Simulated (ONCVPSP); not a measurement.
# rhodium (Rh): one change to an ONCV potential, before and after

rhodium, optimised norm-conserving Vanderbilt (ONCV), made with ONCVPSP 4.0.1 (LDA (Perdew-Wang 92), fully relativistic). Core [Kr], reference 4d6 (charge +3). Waves: s scattering state at 0.04 Ha: rc 2.05 bohr, ncon 3, nbas 8, qcut 2.9 1/bohr, 1 projector; p scattering state at 0.37 Ha: rc 1.95 bohr, ncon 4, nbas 7, qcut 4 1/bohr, 3 projectors, debl 0.6 Ha; 4d: rc 2.05 bohr, ncon 3, nbas 8, qcut 7.7 1/bohr, 2 projectors, debl 1.3 Ha. Local part: polynomial inside 1.70 bohr (lpopt 5, dvloc0 0 Ha). Core correction: none.

Open shells are filled in proportion to 2j + 1.

In the s channel the program set the typed energies aside and used 0.050 Ha. In the p channel the program set the typed energies aside and used 0.050, 0.650, 1.250 Ha (j = l + 1/2; the other j can differ). In the d channel the program set the typed energies aside and used -1.453, 0.250 Ha (j = l + 1/2; the other j can differ).

Change: all radii scaled by about 1.09 (s 2.24, p 2.14, d 2.24 bohr); local potential polynomial inside 1.86 bohr (lpopt 5, dvloc0 0 Ha).

Cutoffs: the cutoffs (Ha) at which the residual kinetic energy of the hardest occupied pseudo-wave falls to 1 and 0.1 mHa per electron; they do not see the model core or the augmentation charge, which bear on the density cutoff. Errors are all-electron minus pseudo energies relative to the spin-unpolarised reference configuration.

Problem. What does the change do?

Solution. The potential gets neither clearly harder nor softer (21 Ha and 24 Ha → 20 Ha and 23 Ha); both files keep a bound ghost (p); the lowest positive-energy flag moves from p1/2 at 31.1 eV to p3/2 at 109.1 eV; the number of tests with a reliable result goes from 4 to 3; of the 3 tests that both files solve, the error grows in 1 and shrinks in 2 by more than 15 % and 0.3 meV (median size 18.0 → 12.0 meV).

| quantity | base | changed |
| --- | --- | --- |
| cutoff, loose | 21 Ha | 20 Ha |
| cutoff, tight | 24 Ha | 23 Ha |
| bound ghosts | p3/2, p1/2 | p3/2, p1/2 |
| GHOST(+) flags under 300 eV | p1/2 at 31.1 eV, p3/2 at 51.2 eV | p3/2 at 109.1 eV, p1/2 at 148.0 eV |
| tests with a reliable result | 4 of 4 | 3 of 4 |
| error for 4d8, meV [ΔE -52.50 eV] | -48 | -12 |
| error for 4d7, meV [ΔE -32.74 eV] | -18 | -4.8 |
| error for 4d8 5p1, meV [ΔE -56.56 eV] | -13 | +27 |

 A true bound ghost makes a file unfit for plane-wave use even where its test errors are small: the radial tests pick states by their node count and pass the ghost by.
